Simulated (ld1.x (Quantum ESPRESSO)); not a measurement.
## indium: TM pseudisation with PBE, fully relativistic reference atom.

```
Element                 : In
Generator               : ld1.x (Quantum ESPRESSO) 7.5
Type                    : norm-conserving Troullier–Martins (Kleinman–Bylander form)
Functional              : PBE
Relativity              : fully relativistic
Frozen core             : [Kr]
Valence charge          : 13
Reference configuration : 4d10 5s2 5p1
Partial waves           : 5p (bound): rc 3.05 bohr; 4d (bound): rc 1.50 bohr; 5s (bound): rc 1.55 bohr
Local potential         : the s channel
Core correction         : none
```

Open shells are filled in proportion to 2j + 1 (rel_dist='average').

All-electron outer shells of the reference configuration (PBE, scalar-relativistic, ld1.x):

| shell | level (eV) | outermost node (bohr) | outermost maximum (bohr) |
| --- | --- | --- | --- |
| 4s | -119.66 | 0.41 | 0.77 |
| 4p | -78.13 | 0.42 | 0.82 |
| 4d | -18.62 | 0.40 | 0.94 |
| 5s | -8.21 | 1.02 | 2.16 |
| 5p | -2.52 | 1.14 | 2.85 |

Q: Does the generator finish with these settings?

A: Yes, a potential is produced and its reference levels are reproduced.

Q: Estimate the cutoffs (Ry, on a coarse ladder) from which the occupation-weighted sum of valence levels, in a spherical-Bessel basis at the reference potential, stays within 10 and 1 mRy of its value at 400 Ry.

A: 80 Ry and 140 Ry.

Q: What does a ghost test show?

A: Ghost state, extra bound levels that the all-electron valence spectrum of the same l lacks: p1/2 at -911.6 eV. A true bound ghost makes a file unfit for plane-wave use.

Q: Tests: 4d10 5s2 5p0; 4d10 5s1 5p0; 4d10 5s0 5p0; 4d10 5s2 5p0.5; 4d10 5s0 5p3; 4d9 5s2 5p2; 4d10 5s1 5p2. Which has the largest error in its energy relative to the reference configuration, and how large is it?

A: 4d9 5s2 5p2, with -93 meV (all-electron minus pseudo) on +18.29 eV.
